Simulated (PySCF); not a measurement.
Z-matrix (Å, degrees):
```
N
C 1 1.4411
H 2 1.1031 1 110.69
H 2 1.1144 3 108.56 1 122.86
H 2 1.1145 3 108.48 4 114.58
C 1 1.4412 2 112.01 3 179.36
H 6 1.1031 1 110.69 2 179.83
H 6 1.1144 7 108.52 1 -122.68
H 6 1.1144 7 108.53 8 -114.58
```
Charge 0, spin multiplicity 2.

Question: Predict the highest occupied spin orbital, dipole moment and total energy from TPSSh-D3(BJ)/def2-TZVP // TPSS-D3(BJ)/def2-SVP in PySCF.

Answer: 
```json
{
  "highest_occupied_spin_orbital": "-6.41 eV",
  "dipole_moment": "1.71 D",
  "total_energy": "-134.5741 Ha"
}
```
